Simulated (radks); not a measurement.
Q: Ho3+, configuration [Xe] 4f10. Method: scalar-relativistic Kohn-Sham, r2SCAN, spin-unpolarised, spherical densities, finite nucleus; meta-GGA in the generalised Kohn-Sham scheme; Fermi nuclear charge, rms radius 5.2022 fm; computed with a radial shooting solver on a logarithmic mesh with Libxc functionals. Some entries of the table are withheld. Estimate them.

orbital,occ.,eigenvalue (Ry),<1/r> (bohr^-1),<r^2> (bohr^2)
1s,2,-4086.581,76.04,0.0005884
2s,2,-687.2531,17.70,0.009168
2p,6,-608.8882,16.38,0.007444
3s,2,-156.0478,6.532,0.06022
3p,6,-131.9791,(1),0.06061
3d,10,-101.4214,5.780,0.05074
4s,2,-33.11046,2.746,0.3034
4p,6,-25.14304,2.519,0.3431
4d,10,-14.33126,2.225,0.4105
5s,2,-5.99592,1.054,1.769
5p,6,-4.07076,0.8963,2.377
4f,10,-2.56294,1.666,0.7965
5d,0,-1.78382,0.6207,4.897
6s,0,(2),0.4220,10.35

A: 
(1) 3p <1/r> (bohr^-1): 6.106
(2) 6s eigenvalue (Ry): -1.60916
